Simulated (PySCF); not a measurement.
Gas-phase reaction: 3 Si2O(OH)6 → 3 H3SiOH + 3 H2SiO + 5 O3

Computed with PySCF and rigid-rotor harmonic-oscillator thermochemistry at 1 bar. † marks an energy on the PBE0/def2-TZVP geometry and frequencies; other levels use their own. MP2 and CCSD(T) freeze the core. All species are closed-shell singlets. B3LYP is the form with VWN-RPA correlation. No R ln 2 is added for the mirror-image form of Si2O(OH)6. Si2O(OH)6, H3SiOH, H2SiO: computed as isolated molecules; such fragments, hydroxides, amides, oligomers or adducts are transient or little studied in the gas. MP2 isn't extrapolated to the basis-set limit; its ΔH°(298 K) is 6574.6 kJ in def2-SVP and 6970.9 kJ in def2-TZVPP. CCSD(T) isn't extrapolated to the basis-set limit. The harmonic model lacks anharmonicity and excited electronic states, which grow with temperature; levels with a mode under 35 cm⁻¹ are left out. Strong static correlation: O3. Internal rotation in Si2O(OH)6, H3SiOH is treated as a harmonic vibration of one conformer, which makes the entropy rough. Warning, large T1 diagnostic: H2SiO, O3 (CCSD(T)/def2-SVP†).

```csv
level,"ΔE electronic, kJ","ΔH°(298 K), kJ","ΔS°(298 K), J/K","ΔG°(1800 K), kJ"
B3LYP/def2-TZVP†,6834,6655,1311,4495
BLYP/def2-TZVP†,6276,6097,1311,3936
CCSD(T)/def2-SVP†,6673,6494,1311,4333
MP2/def2-SVP†,6754,6575,1311,4414
PBE/def2-TZVP†,6383,6204,1311,4043
PBE0/def2-SVP†,6795,6616,1311,4455
PBE0/def2-TZVP,6987,6808,1311,4648
r2SCAN/def2-TZVP†,6950,6771,1311,4610
```
ΔH° is lowest at BLYP/def2-TZVP† and highest at PBE0/def2-TZVP. No reference value is set beside these.
